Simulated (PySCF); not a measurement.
C8H10N2Si.
Structure used (PBE0-D3(BJ)/def2-SVP), in Å, numbered top down from 1:
```
atom  x, y, z in Å
Si1    3.605    0.513    0.892
C2     2.611   -0.580   -0.296
C3     1.152   -0.298   -0.218
C4     0.405    0.537   -1.037
N5    -0.872    0.501   -0.536
C6    -2.020    1.118   -0.944
C7    -3.180    0.904   -0.255
C8    -3.193    0.044    0.876
C9    -2.038   -0.578    1.284
C10   -0.838   -0.356    0.573
N11    0.382   -0.832    0.765
H12    3.405    1.952    0.534
H13    5.064    0.195    0.782
H14    3.165    0.297    2.301
H15    2.792   -1.631   -0.021
H16    2.994   -0.428   -1.317
H17    0.668    1.129   -1.909
H18   -1.942    1.765   -1.819
H19   -4.092    1.402   -0.587
H20   -4.126   -0.120    1.419
H21   -2.003   -1.245    2.146
```

All values: PBE0/pcSseg-1 (PySCF, non-relativistic), on one gas-phase PBE0-D3(BJ)/def2-SVP geometry that isn't relaxed in the solvent. The solvent is an IEF-PCM continuum (van der Waals radii × 1.2). The model holds no explicit solvent molecules, cavitation or dispersion.

```tsv
run	E − E(gas) (kcal/mol)	HOMO (eV)	HOMO–LUMO gap (eV)	dipole (D)
gas	0.00	-6.16	5.10	3.18
P	-2.76	-6.14	5.13	3.67
Q	-7.20	-6.18	5.16	4.56
```

**Question.** The runs were made in acetone and cyclohexane. Which run belongs to which solvent?

**Answer.** P = cyclohexane, Q = acetone. The dielectric constants are 2.017 (cyclohexane), 20.49 (acetone), and the energy falls further as ε rises. In this model the ground state sees the solvent through ε alone.

**Question.** How constant is the ratio of the lowering to (ε − 1)/(2ε + 1)?

**Answer.** 
```
    solvent  (ε − 1)/(2ε + 1)  E − E(gas) (kcal/mol)  ratio (kcal/mol)  polarisation term (kcal/mol)
cyclohexane             0.202                  -2.76             -13.6                         -2.96
    acetone             0.464                  -7.20             -15.5                         -8.78
```

The ratio changes by +13.6 % in size from cyclohexane to acetone. The polarisation term is half the interaction of the solute with the induced surface charges.

Time: 67 s; peak memory 1.4 GiB. Hardware: one thread of an Arm Neoverse V2, shared host. This is the whole shielding run at PBE0/pcSseg-1 in acetone, SCF included.
